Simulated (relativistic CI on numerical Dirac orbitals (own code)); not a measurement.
What each ingredient does to the levels of Pt LXVIII

Base calculation: Dirac-Coulomb-Breit CI, orbitals from a KLI potential per configuration, model QED (radiative potential, 1s self-energy scaled to tabulated hydrogen-like ionisation energies), unscaled Slater integrals.

Configurations in the expansion (outside the closed core [Ne]): 3s, 3p, 3d, 4s, 4p, 4d, 4f, 5s, 5p, 5d, 5f, 5g, 6s, 6p, 6d. Levels of other configurations are missing.

Variants: (1) P86 correlation estimate; (2) QED terms removed. Shifts of the energy above 3s 2S_1/2, in eV, for the lowest level and the first level of each name with at least 55 % of one term (blank where a level changes its place among those of its configuration and J or its character, or is not in the variant):

| Level | Base | Δ(1) | Δ(2) |
| --- | --- | --- | --- |
| 3s 2S_1/2 | 0.00 | 0.00 | 0.00 |
| 3p 2P°_1/2 | 173.78 | +0.06 | +5.83 |
| 3p 2P°_3/2 | 654.06 | +0.06 | +5.41 |
| 3d 2D_3/2 | 853.41 | -0.21 | +6.57 |
| 3d 2D_5/2 | 961.63 | -0.21 | +6.30 |
| 4s 2S_1/2 | 3698.68 | -0.02 | +3.79 |
| 4p 2P°_1/2 | 3770.34 | +0.03 | +6.17 |
| 4p 2P°_3/2 | 3967.06 | +0.03 | +5.99 |
| 4d 2D_3/2 | 4042.68 | +0.01 | +6.45 |
| 4d 2D_5/2 | 4089.43 | +0.01 | +6.33 |
| 4f 2F°_5/2 | 4128.70 | +0.37 | +6.43 |
| 4f 2F°_7/2 | 4149.30 | +0.37 | +6.38 |
| 5s 2S_1/2 | 5342.77 | +0.25 | +5.10 |
| 5p 2P°_1/2 | 5378.68 | +0.27 | +6.28 |
| 5p 2P°_3/2 | 5477.58 | +0.27 | +6.19 |
| 5d 2D_3/2 | 5514.56 | +0.23 | +6.42 |
| 5d 2D_5/2 | 5538.66 | +0.23 | +6.36 |
| 5f 2F°_5/2 | 5558.14 | +0.22 | +6.41 |
| 5f 2F°_7/2 | 5568.73 | +0.22 | +6.38 |
| 5g 2G_7/2 | 5571.42 | +0.14 | +6.40 |
| 5g 2G_9/2 | 5577.70 | +0.14 | +6.38 |
| 6s 2S_1/2 | 6213.06 | +0.40 | +5.65 |

At this charge energies of transitions that change n are usually good to better than 1 %, and those within a shell (Δn = 0) to a few per cent.

Ionisation energy from the two ground configurations alone: base 8100.47 eV; QED terms removed 8106.89 eV. The NIST ASD value (theoretical) is 8100 eV.
